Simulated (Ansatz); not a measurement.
C2H2N2, SMILES `[C-]#[N+][C]N` (lower singlet) (charge 0, multiplicity 1). This singlet lies 1.54 eV below the relaxed triplet at the level B3LYP/cc-pVTZ // PBE0-D3(BJ)/def2-TZVP (Ansatz, an electronic-structure program).

Cartesian coordinates (Å):
```xyz
6

C      2.3486    -0.0437     0.5963
N      1.2201    -0.2829     0.3640
C     -0.0071    -0.7881     0.0512
N     -0.9282     0.1341     0.1365
H     -0.7535     1.1007     0.4012
H     -1.8798    -0.1201    -0.0722
```
Charge 0, spin multiplicity 1.

Frozen-core energies in 6-31g from Ansatz at a geometry from PBE0-D3(BJ)/def2-TZVP; the HF reference has <S^2> = 0.00 and the T1 diagnostic is 0.022.

```csv
level,energy (Ha)
HF,-185.61557
MP2,-185.97861
CCSD,-186.00102
```

Estimate the energies of CCSD(T), CCSDT and CCSDT(Q), and give each level's difference from CCSDT(Q).


| level | energy (Ha) | difference from CCSDT(Q) (mHa) |
|---|---|---|
| MP2 | -185.97861 | 39.60 |
| CCSD | -186.00102 | 17.19 |
| CCSD(T) | -186.01609 | 2.13 |
| CCSDT | -186.01697 | 1.25 |
| CCSDT(Q) | -186.01821 | 0.00 |
